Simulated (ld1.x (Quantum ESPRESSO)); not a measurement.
C: one change to a TM potential, before and after

carbon (C), norm-conserving Troullier–Martins (Kleinman–Bylander form), made with ld1.x (Quantum ESPRESSO) 7.5 (PBE, scalar-relativistic). Core [He], reference 2s2 2p2. Waves: 2s (bound): rc 1.25 bohr; 2p (bound): rc 2.00 bohr. Local part: all-electron potential smoothed inside 1.60 bohr (lloc = -1). Core correction: none.

Change: all radii scaled by about 1.18 (s 1.48, p 2.36 bohr); local potential all-electron potential smoothed inside 1.88 bohr (lloc = -1).

Cutoffs: the cutoffs (Ry, on a coarse ladder) from which the occupation-weighted sum of valence levels, in a spherical-Bessel basis at the reference potential, stays within 10 and 1 mRy of its value at 400 Ry; they do not see the model core or the augmentation charge, which bear on the density cutoff. Errors are all-electron minus pseudo energies relative to the spin-unpolarised reference configuration.

Predict the effect on cutoff, ghosts and configuration errors.

The potential gets softer (35 Ry and 80 Ry → 25 Ry and 60 Ry); of the 7 tests that both files solve, the error grows in 5 and shrinks in 2 by more than 15 % and 0.3 meV (median size 27.6 → 51.1 meV); neither file shows a bound ghost. A larger radius leaves more room for a smooth pseudo-wave, so fewer plane waves are needed.

| quantity | base | changed |
| --- | --- | --- |
| cutoff, loose | 35 Ry | 25 Ry |
| cutoff, tight | 80 Ry | 60 Ry |
| loose cutoff by channel (10 mRy a level) | s 30 Ry, p 25 Ry | s 21 Ry, p 21 Ry |
| bound ghosts | none | none |
| error for 2s2 2p1, meV [ΔE 10.86 eV] | +28 | +51 |
| error for 2s2 2p0, meV [ΔE 35.02 eV] | +298 | +503 |
| error for 2s1 2p0, meV [ΔE 83.21 eV] | +617 | +980 |
| error for 2s0 2p4, meV [ΔE 16.98 eV] | +9.6 | +7.1 |
| error for 2s1 2p3, meV [ΔE 8.48 eV] | +4.6 | +3.0 |
| error for 2s1 2p2, meV [ΔE 19.62 eV] | -28 | -63 |
| error for 2s2 2p1.5, meV [ΔE 3.96 eV] | +3.5 | +6.7 |
